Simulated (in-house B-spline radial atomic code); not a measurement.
Inner levels of dysprosium as electrons are removed. A shift is the extra binding of the orbital against the neutral atom ([Xe] 4f5/2(6) 4f7/2(4) 6s2). The density at the nucleus is averaged over the nuclear charge. Computed with a radial B-spline atomic code at the basis-set limit: Dirac-Hartree-Fock, jj configuration that fills j = l - 1/2 first, finite nuclei.

A number in brackets counts the electrons of a j subshell.

```tsv
ion	configuration	shift of 4s1/2 (eV)	shift of 3s1/2 (eV)	shift of 2p3/2 (eV)	radius of 4s1/2 (bohr)	radius of 3s1/2 (bohr)	radius of 2p3/2 (bohr)	Σ<r²> (bohr²)	change of density at nucleus (bohr⁻³)
Dy19+	[Kr] 4d10 4f5/2(1)	467.21	498.95	494.52	0.5123	0.23307	0.081505	7.5381	-305.51
Dy20+	[Kr] 4d10	507.86	545.83	540.34	0.5094	0.233	0.081512	7.055	-242.83
Dy21+	[Kr] 4d3/2(4) 4d5/2(5)	?	?	?	?	?	?	?	?
Dy22+	[Kr] 4d3/2(4) 4d5/2(4)	?	?	?	?	?	?	?	?
Dy23+	[Kr] 4d3/2(4) 4d5/2(3)	630.42	693.15	697.56	0.50096	0.23248	0.08148	5.7466	71.25
Dy24+	[Kr] 4d3/2(4) 4d5/2(2)	?	?	?	?	?	?	?	?
Dy25+	[Kr] 4d3/2(4) 4d5/2(1)	715.08	796.05	808.18	0.49536	0.23208	0.081456	4.9559	300.78
Dy26+	[Kr] 4d3/2(4)	758.27	848.88	865.22	0.49257	0.23187	0.081442	4.5824	421.57
Dy27+	[Kr] 4d3/2(3)	802.3	903.13	924.79	0.48974	0.23163	0.08143	4.2286	551.04
Dy28+	[Kr] 4d3/2(2)	846.9	958.29	985.54	0.48693	0.23139	0.081417	3.8873	684.65
Dy29+	[Kr] 4d3/2(1)	892.07	1014.34	1047.47	0.48414	0.23114	0.081403	3.558	822.38
```

(1) Fill in the row of Dy21+.

(2) Fill in the row of Dy22+.

(3) Fill in the row of Dy24+.

Answers

(1) shift of 4s1/2 (eV): 548.12; shift of 3s1/2 (eV): 593.99; shift of 2p3/2 (eV): 591.57; radius of 4s1/2 (bohr): 0.50658; radius of 3s1/2 (bohr): 0.23283; radius of 2p3/2 (bohr): 0.081502; Σ<r²> (bohr²): 6.6012; change of density at nucleus (bohr⁻³): -142.16.

(2) shift of 4s1/2 (eV): 588.97; shift of 3s1/2 (eV): 643.1; shift of 2p3/2 (eV): 643.98; radius of 4s1/2 (bohr): 0.50377; radius of 3s1/2 (bohr): 0.23266; radius of 2p3/2 (bohr): 0.081491; Σ<r²> (bohr²): 6.1655; change of density at nucleus (bohr⁻³): -37.471.

(3) shift of 4s1/2 (eV): 672.46; shift of 3s1/2 (eV): 744.14; shift of 2p3/2 (eV): 752.29; radius of 4s1/2 (bohr): 0.49815; radius of 3s1/2 (bohr): 0.23228; radius of 2p3/2 (bohr): 0.081468; Σ<r²> (bohr²): 5.3438; change of density at nucleus (bohr⁻³): 184.02.
